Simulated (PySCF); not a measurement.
From computed data to an observable: oscillator strength and radiative lifetime

Si(H)(F)(Br)(NH2) (BrFH₃NSi), SMILES N[SiH](F)Br.

Coordinates come from a PBE0-D3(BJ)/def2-SVP optimisation. This is a generated structure with no PubChem entry under its InChIKey; it may be hypothetical. The values are those of a single conformer.

PySCF 2.14.0 with TDDFT-PBE/def2-SVPD puts the first singlet state with f over 0.02 at 6.97 eV (vertical), with the transition dipole (0.137, 0.253, -0.372) in atomic units.

Problem. Find the oscillator strength, the wavelength and the radiative lifetime that this transition would have in vacuum if emission retraced absorption.

Solution. 
|μ|² = 0.2212 au, so |μ| = 1.20 D. ΔE = 6.97/27.211 = 0.2561 hartree. f = (2/3) ΔE |μ|² = 0.038 (the program prints 0.038).
λ = 1239.84/6.97 = 178 nm; ν = 56217 cm⁻¹.
Einstein's coefficient A = 0.6670 ν² f s⁻¹ (ν in cm⁻¹) = 8.0e7 s⁻¹, so τ = 1/A = 13 ns. This state is S3; the lower singlets have f = 0.005, 0.015. The figure is the radiative limit of this one transition; relaxation, internal conversion, crossing to triplets and a medium change what is measured.
